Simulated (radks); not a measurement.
Neutral titanium inside a hard spherical wall (all orbitals vanish at R), configuration held at [Ar] 3d2 4s2 and not refilled when levels cross. All-electron calculation, scalar-relativistic Kohn-Sham, PBE, spin-polarised, spherical densities, point nucleus; open shells are filled with parallel spins first. Program: a radial shooting solver on a logarithmic mesh with Libxc functionals. Eigenvalues in eV for spin up, with the zero of energy where the potential of the charges vanishes at infinity; a dash marks a level that is unbound or too diffuse for the functional's potential to be trusted. A positive occupied level is held by the wall or, in an anion where self-interaction has pushed it up, behind a barrier. The pressure on the wall is -dE/dV.

R (bohr) = free: E (hartree) -853.59185; kinetic (hartree) 860.781; e(3s) -63.249; e(3p) -39.480; e(3d) -4.819; e(4s) -4.669; e(4p, empty) -1.563; e(5s, empty) -; pressure (GPa) 0
R (bohr) = 20: E (hartree) -853.59185; kinetic (hartree) 860.781; e(3s) -63.249; e(3p) -39.480; e(3d) -4.819; e(4s) -4.669; e(4p, empty) -1.563; e(5s, empty) -; pressure (GPa) < 0.0001
R (bohr) = 12: E (hartree) -853.59174; kinetic (hartree) 860.783; e(3s) -63.236; e(3p) -39.467; e(3d) -4.807; e(4s) -4.659; e(4p, empty) -1.525; e(5s, empty) 0.852; pressure (GPa) 0.00203
R (bohr) = 8: E (hartree) -853.58375; kinetic (hartree) 860.839; e(3s) -62.846; e(3p) -39.078; e(3d) -4.443; e(4s) -4.341; e(4p, empty) -0.904; e(5s, empty) 4.734; pressure (GPa) 0.307
R (bohr) = 6: E (hartree) -853.52791; kinetic (hartree) 861.111; e(3s) -61.455; e(3p) -37.702; e(3d) -3.169; e(4s) -2.975; e(4p, empty) 1.212; e(5s, empty) 13.344; pressure (GPa) 4.32
R (bohr) = 5: E (hartree) -853.40807; kinetic (hartree) 861.579; e(3s) -59.619; e(3p) -35.902; e(3d) -1.473; e(4s) -0.694; e(4p, empty) 4.404; e(5s, empty) 24.347; pressure (GPa) 18.6
R (bohr) = 4: E (hartree) -853.02829; kinetic (hartree) 862.856; e(3s) -55.949; e(3p) -32.338; e(3d) 2.101; e(4s) 5.429; e(4p, empty) 12.353; e(5s, empty) 48.693; pressure (GPa) 97.1
R (bohr) = 3.5: E (hartree) -852.55286; kinetic (hartree) 864.363; e(3s) -52.770; e(3p) -29.253; e(3d) 5.444; e(4s) 12.343; e(4p, empty) 20.825; e(5s, empty) 72.450; pressure (GPa) 254
R (bohr) = 2.5: E (hartree) -849.16312; kinetic (hartree) 874.913; e(3s) -38.634; e(3p) -14.945; e(3d) 22.134; e(4s) 54.369; e(4p, empty) 67.856; e(5s, empty) 189.50; pressure (GPa) 2790
R (bohr) = 1.5: E (hartree) -819.61343; kinetic (hartree) 953.418; e(3s) 36.833; e(3p) 65.311; e(3d) 107.03; e(4s) 315.36; e(4p, empty) 326.79; e(5s, empty) 750.02; pressure (GPa) 87800
